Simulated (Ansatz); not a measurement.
Species: H₂ClISi, SMILES `Cl[SiH2]I` (charge 0, multiplicity 1).

Problem. Give a relaxed geometry from B3LYP-D3(BJ)/def2-TZVP (Ansatz, a quantum-chemistry and plane-wave program).

Solution. the end point of this relaxation (outside a Z-matrix the atoms follow the SMILES, hydrogens last).
Bonds (Å): Cl1–Si2 2.055, Si2–I3 2.445, Si2–H4 1.471, Si2–H5 1.471. Angles (°): Cl1–Si2–I3 110.9, Cl1–Si2–H4 108.4, Cl1–Si2–H5 108.4, I3–Si2–H4 108.4, I3–Si2–H5 108.4, H4–Si2–H5 112.2.
